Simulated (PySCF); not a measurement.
C2H4ClNSi, SMILES C1N=C[Si@@H]1Cl.

Geometry: PBE0-D3(BJ)/def2-SVP. The structure was generated by enumeration; whether it is a known compound was not checked.

All values below come from PySCF with PBE0/def2-TZVP.

```yaml
total_energy: -882.70672 hartree
highest_occupied_level: -7.19 eV
lowest_empty_level: -1.25 eV
orbital_gap: 5.94 eV
dipole_moment: 0.86 D
quadrupole, principal values (traceless, Buckingham form, about the centre of nuclear charge): -9.96, 2.23, 7.73 D·Å
mean_static_polarisability: 63.7 bohr³ (9.45 Å³)
polarisability_principal_values: 52.8, 60.8, 77.6 bohr³
```
